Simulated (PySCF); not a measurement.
C9H8 (charge +1 and doublet state).
Cartesian coordinates in Å at the GFN2-xTB level; atoms count from 1:
```
atom  x, y, z in Å
C1     3.576   -1.275    0.056
C2     2.491   -0.737    0.101
C3     1.245   -0.108    0.150
C4     1.177    1.308   -0.048
C5    -0.045    1.946   -0.005
C6    -1.197    1.211    0.233
C7    -1.150   -0.202    0.431
C8    -2.408   -0.929    0.676
C9     0.079   -0.840    0.386
H10    4.519   -1.746    0.019
H11    2.091    1.855   -0.229
H12   -0.106    3.013   -0.154
H13   -2.156    1.708    0.271
H14   -2.906   -0.535    1.567
H15   -2.251   -1.997    0.795
H16   -3.113   -0.753   -0.142
H17    0.146   -1.908    0.532
```

As a line formula: `c1c(cccc1[C]=[CH+])C` [radical] (charge +1).

Level of theory: UKS B3LYP, pcH-1 on C H, non-relativistic, mean-field spin-orbit, GIAO (PySCF 2.14.0). Geometry: GFN2-xTB; no solvent, vibrations or thermal averaging. A GFN2-xTB geometry isn't a minimum of the functional, and hyperfine couplings can be far from their values at a DFT geometry, by a factor of two or more for some ions and for spin on atoms past the first row. The SCF solution wasn't tested for stability.

Problem. The isotropic 1H couplings, averaged over equivalent nuclei, are -28.6, -22.9, +20.2, -17.5, +4.3, +1.3 MHz. Assign them to H10; H11; H12; H13; H14/H15/H16; H17.

Solution. 
| site | a_iso (MHz) | ρ(0) (bohr⁻³) | position | distance from C6 (Å) | bound to | spin population there | largest \|T\| (MHz) |
| --- | --- | --- | --- | --- | --- | --- | --- |
| H10 | -28.6 | -0.0064 | 1 bond from C1 | 6.44 | C1 | +0.35 | 16.0 |
| H11 | -17.5 | -0.0039 | 1 bond from C4 | 3.38 | C4 | +0.25 | 11.8 |
| H12 | +4.3 | +0.0010 | 2 bonds from C4, on C5 of spin population -0.12 | 2.14 | C5 | -0.12 | 2.8 |
| H13 | -22.9 | -0.0051 | 1 bond from C6 | 1.08 | C6 | +0.36 | 15.4 |
| H14/H15/H16 | +20.2 | +0.0045 | 3 bonds from C6 | 2.99 | C8 | 0.00 | 2.7 |
| H17 | +1.3 | +0.0003 | 3 bonds from C6 | 3.41 | C9 | -0.05 | 2.6 |

ρ(0) is the spin density at the nucleus and T the dipolar tensor; entries for several nuclei are means. Largest spin populations (Mulliken): C6 (+0.36), C1 (+0.35), C4 (+0.25) and C3 (+0.20). Four atoms exceed +0.15. Main spin sites, with 60 % or more of the largest population: C1, C4, C6; positions count bonds from the nearest.

The spin density at the nucleus, in bohr⁻³, is negative for C2 (-0.0225), C5 (-0.0185) and C9 (-0.0103), for instance. A restricted open-shell determinant has no negative spin density anywhere; here it arises because α and β orbitals differ (spin polarisation).

Means are taken over nuclei equivalent by connectivity, which assumes that they swap fast. The three 1H nuclei of mean +20.2 MHz run from -1.4 to 31.6 MHz in the frozen geometry.

The SMILES `[CH+]=[C]c1cccc(C)c1` draws the unpaired electron on C2, whose computed spin population is only -0.04.
